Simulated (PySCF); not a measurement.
Compound: C₃H₅NSe.
SMILES with atom numbers: `[N:1]#[C:2][CH2:3][CH2:4][SeH:5]` (hydrogens: H6, H7 on C3; H8, H9 on C4; H10 on Se5)

Geometry (PBE0-D3(BJ)/def2-SVP, Å), atoms numbered from 1 in this order:
```
atom  x, y, z in Å
N1     3.002   -0.171    0.225
C2     1.858   -0.343    0.236
C3     0.410   -0.526    0.237
C4    -0.322    0.689   -0.329
Se5   -2.263    0.519   -0.256
H6     0.175   -1.428   -0.351
H7     0.077   -0.730    1.267
H8    -0.097    1.586    0.266
H9    -0.013    0.897   -1.362
H10   -2.331   -0.559   -1.254
```

Level of theory: core-valence-separated Tamm–Dancoff BHandHLYP/aug-pcX-1 (pcseg-1 on H, def2-SVPD on Se) in PySCF, non-relativistic, gas phase, PBE0-D3(BJ)/def2-SVP geometry.

Computed carbon K-edge spectrum, Gaussian lines of 0.5 eV full width, highest printed point 100; it ends one width below the last computed root. No empirical shift is added; at this level the pattern usually sits a few eV under experiment.

```tsv
photon energy (eV)	absorption
283.4	1
283.5	4
283.6	12
283.7	28
283.8	53
283.9	81
284.0	100
284.1	100
284.2	80
284.3	52
284.4	28
284.5	14
284.6	11
284.7	16
284.8	26
284.9	36
285.0	41
285.1	37
285.2	27
285.3	16
285.4	7
285.5	3
285.6	1
285.7	0
285.8	0
285.9	1
286.0	2
286.1	5
286.2	9
286.3	14
286.4	18
286.5	21
286.6	23
286.7	24
286.8	26
286.9	28
287.0	31
287.1	34
287.2	38
287.3	42
287.4	43
287.5	44
287.6	43
287.7	43
```

Where are the maxima, and which lines make them up?

3 maxima:
- 284.0 eV: C2 (nitrile carbon), 284.09 eV, f = 0.065, 51 % of the height at the exact maximum; C2 (nitrile carbon), 284.00 eV, f = 0.062, 1s→π*, 49 % of the height at the exact maximum
- 285.0 eV: C4 (sp3 carbon bound to selenium), 285.01 eV, f = 0.050, 100 % of the height at the exact maximum
- 287.5 eV: C4 (sp3 carbon bound to selenium), 287.35 eV, f = 0.035, 57 % of the height at the exact maximum; C4 (sp3 carbon bound to selenium), 287.65 eV, f = 0.026, 32 % of the height at the exact maximum

Further lines of some strength in the range: C3, 286.38 eV, f = 0.014; C4, 286.67 eV, f = 0.016; C3, 287.01 eV, f = 0.022.

Roots within 0.03 eV on the same or equivalent atoms count as one line; shares under 12 % aren't listed.

Vibrational structure and lifetime widths aren't in the curve. The ionisation threshold wasn't computed; near and above it a finite basis only mimics Rydberg series and continuum. The BHandHLYP/aug-pcX-1 (pcseg-1 on H, def2-SVPD on Se) calculation is non-relativistic and has no spin–orbit coupling, an omission that weighs most on selenium.

One conformer stands for the species.
